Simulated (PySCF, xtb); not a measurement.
Mg(F)(iPr) (C3H7FMg), SMILES C[CH]([Mg][F])C.

GFN2-xTB (xtb) at its own geometry gives an orbital gap of 2.57 eV and a dipole moment of 4.89 D.

Geometry: PBE-D3(BJ)/def2-SVP. The structure was generated by enumeration; whether it is a known compound was not checked. One conformer was computed; it need not be the lowest.

**Question.** What does PBE/def2-TZVP run with PySCF give? (Estimate from the structure and the level; the computed values follow.)

**Answer.** gap 3.66 eV (levels -5.50 and -1.83 eV), dipole 2.28 D.
